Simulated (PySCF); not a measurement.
Constitutional and geometric isomers with formula C4H4. All species are isolated molecules in the gas phase. Strings in code marks are SMILES.

The HOMO from two functionals at the same geometries (B3LYP-D3(BJ)/def2-TZVP), both in PySCF: PBE-D3(BJ)/def2-TZVP and B3LYP-D3(BJ)/def2-TZVP. B3LYP has the VWN-RPA correlation part, as in Gaussian. 

| species | PBE-D3(BJ)/def2-TZVP (eV) | B3LYP-D3(BJ)/def2-TZVP (eV) |
|---|---|---|
| `C#CC=C` | -6.16 | -6.98 |
| `C=C=C=C` | -6.12 | -6.88 |
| `C1=CC=C1` | -4.59 | -5.40 |
| `C=C1C=C1` | -4.99 | -5.79 |

Over these rows, drawn at random from the members with no instability flagged (it was tested for open shells, ions and some series alone), PBE minus B3LYP-D3(BJ): mean +0.80 eV, from +0.76 eV to +0.82 eV.
